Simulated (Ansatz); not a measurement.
Reaction (ligand exchange at the Si–O bond): `BO[Si](O)(O)O` + HCl → `O[Si](O)(O)Cl` + `BO`

Gas-phase electronic energies from Ansatz, PBE0-D4/def2-TZVP geometries. CBS: MP2 limit from def2 TZ/QZ plus the TZ coupled-cluster correction, frozen cores. This one scheme is used for every species. Functionals use def2-TZVPP. Each species was taken in one conformer, which may not be the lowest.

Task: Is it downhill or uphill in electronic energy at CCSD(T)/CBS, and by how much? (An estimate is asked.)

Result: Ansatz gave: Nearly level: ΔE = 0.00 eV.

Task: What do these levels give: LDA (SPW92), r2SCAN-D4, BHLYP-D4, B2PLYP, BLYP, HF/def2-SVP, CCSD/def2-SVP, HF/def2-QZVPP, MP2/def2-QZVPP, HF/CBS(def2), MP2/CBS(def2), CCSD/CBS(def2)? (Estimate.)

Result: The calculation gave: LDA (SPW92) -0.09, r2SCAN-D4 -0.06, BHLYP-D4 0.04, B2PLYP -0.01, BLYP -0.06, HF/def2-SVP 0.00, CCSD/def2-SVP -0.02, HF/def2-QZVPP 0.10, MP2/def2-QZVPP -0.03, HF/CBS(def2) 0.10, MP2/CBS(def2) -0.05, CCSD/CBS(def2) 0.02 eV.

Task: What do rigid-rotor, harmonic-oscillator terms from PBE0-D4/def2-TZVP frequencies (298.15 K, 1 bar) make of the CCSD(T)/CBS value? (Best estimate.)

Result: The calculation gave: ΔZPE = +0.11 eV, ΔH = +0.08 eV, ΔS = 4 J/(mol·K), ΔG = +0.07 eV.

Largest T1 diagnostic among the species: 0.014.

In def2-TZVPP, CCSD(T) changes the Hartree–Fock value by −0.05 eV (the triples alone add −0.02 eV) and MP2 by −0.10 eV. From PBE to PBE0 (25 % exact exchange), in def2-TZVPP and without D4, ΔE moves by +0.04 eV. Leaving LDA and LC-ωPBE aside and taking each functional with its dispersion term where it has one, the values, not all of them listed here, spread over 0.17 eV, from PBE-D4 to BHLYP-D4. LDA lies +0.06 eV from PBE without D4.
